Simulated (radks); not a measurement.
Results of a calculation; reference values are marked as such.
Problem. Coherent X-ray form factor from a spherical all-electron density. Level of theory: non-relativistic Kohn-Sham, PBE, spin-polarised, spherical densities, point nucleus (a radial shooting solver on a logarithmic mesh with Libxc functionals).

| sin(theta)/lambda (1/angstrom) | f0 (electrons) |
|---|---|
| 0.05 | 12.810 |
| 0.1 | 12.284 |
| 0.15 | 11.535 |
| 0.2 | 10.694 |
| 0.25 | 9.872 |
| 0.3 | 9.131 |
| 0.4 | 7.940 |
| 0.5 | 7.019 |
| 0.6 | 6.212 |
| 0.8 | 4.740 |
| 1 | 3.535 |
| 1.25 | 2.513 |
| 1.5 | 1.924 |
| 2 | 1.405 |

The species is in the configuration that NIST lists as its ground one. Which atom or ion scatters so?

Solution. The sulfur ion S3+, [Ne] 3s2 3p1. Extrapolating in s^2 from the first two rows gives f0(0) = 13.0, near the electron count 13; among species with that count, the fall with angle is slower the higher Z, and the table is that of Z = 16; from so few rows the species is fixed only to a neighbour or two.
